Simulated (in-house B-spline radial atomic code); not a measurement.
# Re+: [Xe] 4f14 (5d3/2)4 (5d5/2)1 6s1 (an excited or competing configuration)

Computed with a B-spline radial code for spherical atoms: Dirac-Hartree-Fock, average of the jj configuration, Fermi nucleus of rms radius 5.3698 fm.

Z_r = [3n² - l(l+1)]/(2<r>); Z_e = n√(-2ε); the last column is Slater's effective charge. Values are occupation-weighted means over j. An effective charge above Z reflects the relativistic contraction of the inner shells.

```tsv
shell	electrons	ε (eV)	<r> (bohr)	Z_r	Z_e	Slater
1s	2	-72146	0.01804	83.16	72.82	74.70
2s	2	-12653	0.07554	79.43	60.99	70.85
2p	6	-11119	0.0679	73.64	57.17	70.85
3s	2	-2997.8	0.1965	68.71	44.53	63.75
3p	6	-2531.6	0.1967	63.56	40.92	63.75
3d	10	-1963.6	0.1793	58.56	36.04	53.85
4s	2	-664.67	0.4407	54.46	27.96	47.25
4p	6	-507.59	0.467	49.25	24.43	47.25
4d	10	-298.18	0.5002	41.98	18.73	35.85
5s	2	-108.29	1.053	35.62	14.11	17.35
4f	14	-67.541	0.5738	31.37	8.91	24.45
5p	6	-65.511	1.217	29.99	10.97	17.35
5d	5	-18.192	1.802	19.15	5.78	5.60
6s	1	-14.767	3.02	17.88	6.25	3.95
```

The least bound orbital is 6s1/2 at -14.77 eV, and it is also the most diffuse (<r> = 3.02 bohr).

For the 1s electron the small component carries 8.02 % of the norm, the zero-frequency Breit interaction raises the level by 254.4 eV, self-energy by 159.7 eV, and vacuum polarisation lowers it by 30.66 eV.
